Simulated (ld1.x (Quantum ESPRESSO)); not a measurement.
## silver: one change to a TM potential, before and after

```
Element                 : Ag
Generator               : ld1.x (Quantum ESPRESSO) 7.5
Type                    : norm-conserving Troullier–Martins (Kleinman–Bylander form)
Functional              : Wu–Cohen
Relativity              : scalar-relativistic
Frozen core             : [Ar] 3d10
Valence charge          : 19
Reference configuration : 4s2 4p6 4d10 5s0 5p0 (charge +1)
Partial waves           : 4s (bound): rc 1.30 bohr; 4d (bound): rc 1.85 bohr; 4p (bound): rc 1.50 bohr
Local potential         : the p channel
Core correction         : Bessel-smoothed model core inside 1.25 bohr
```

Change: local potential the d channel.

Cutoffs: the cutoffs (Ry, on a coarse ladder) from which the occupation-weighted sum of valence levels, in a spherical-Bessel basis at the reference potential, stays within 10 and 1 mRy of its value at 400 Ry; they do not see the model core or the augmentation charge, which bear on the density cutoff. Errors are all-electron minus pseudo energies relative to the spin-unpolarised reference configuration.

**Question.** Predict the effect on cutoff, ghosts and configuration errors.

**Answer.** The potential gets neither clearly harder nor softer (90 Ry and 140 Ry → 90 Ry and 140 Ry); of the 7 tests that both files solve, the error grows in 1 and shrinks in 6 by more than 15 % and 0.3 meV (median size 427.4 → 297.4 meV); the range in which the p phases agree widens (upper end -0.1 → 1.2); neither file shows a bound ghost.

| quantity | base | changed |
| --- | --- | --- |
| cutoff, loose | 90 Ry | 90 Ry |
| cutoff, tight | 140 Ry | 140 Ry |
| bound ghosts | none | none |
| error for 4s2 4p6 4d10 5s1 5p0, meV [ΔE -7.73 eV] | +427 | +297 |
| error for 4s2 4p6 4d9 5s0 5p0, meV [ΔE 22.13 eV] | +4.2 | -8.7 |
| error for 4s2 4p6 4d8 5s0 5p0, meV [ΔE 58.33 eV] | +32 | -27 |
| error for 4s2 4p5 4d10 5s1 5p0, meV [ΔE 57.50 eV] | +643 | +492 |
| error for 4s1 4p6 4d10 5s1 5p0, meV [ΔE 94.30 eV] | +608 | +457 |
| error for 4s2 4p6 4d10 5s0.5 5p0, meV [ΔE -4.72 eV] | +247 | +175 |
| error for 4s2 4p6 4d9 5s2 5p0, meV [ΔE -3.68 eV] | +1062 | +788 |
| s: phases at 2.00 bohr within 0.05 rad from the reference energy up to (Ry; the scan ends near 5) | -1.5 | -1.2 |
| p: phases at 2.00 bohr within 0.05 rad from the reference energy up to (Ry; the scan ends near 5) | -0.1 | 1.2 |
| d: phases at 2.00 bohr within 0.05 rad from the reference energy up to (Ry; the scan ends near 5) | 3.7 | 2.8 |
